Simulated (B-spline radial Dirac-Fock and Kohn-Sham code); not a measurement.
# Relativistic shifts of the levels of Hf¹³⁺

System: Hf¹³⁺, [Kr] 4d10 4f11 5s2.

Both columns are ΔSCF binding energies of the configuration average from a B-spline atomic structure program: non-relativistic Hartree-Fock with a point nucleus, and Dirac-Fock with a finite nucleus and the Coulomb interaction alone, averaged over the two j levels with weights 2j+1.

```tsv
shell	Hartree-Fock (eV)	Dirac-Fock (eV)	shift (eV)	shift (%)
1s	60933.0	65948.9	+5015.95	+8.23
2s	10281.3	11605.4	+1324.05	+12.88
2p	9832.7	10270.7	+438.03	+4.45
3s	2575.4	2900.6	+325.13	+12.62
3p	2368.7	2490.0	+121.38	+5.12
3d	1988.2	1973.1	-15.10	-0.76
4s	740.7	822.2	+81.54	+11.01
4p	653.1	682.7	+29.60	+4.53
4d	495.7	493.0	-2.62	-0.53
4f	293.1	285.6	-7.52	-2.57
5s	277.2	296.4	+19.18	+6.92
```

Relativity binds 1s, 2s, 2p, 3s, 3p, 4s, 4p, 5s more strongly, among those listed most of all 2s in relative terms, and 3d, 4d, 4f more weakly, because the contracted s and p shells screen the nucleus better.

Values without a named source are computed, but for edge energies of neutral atoms, which are taken from tables.
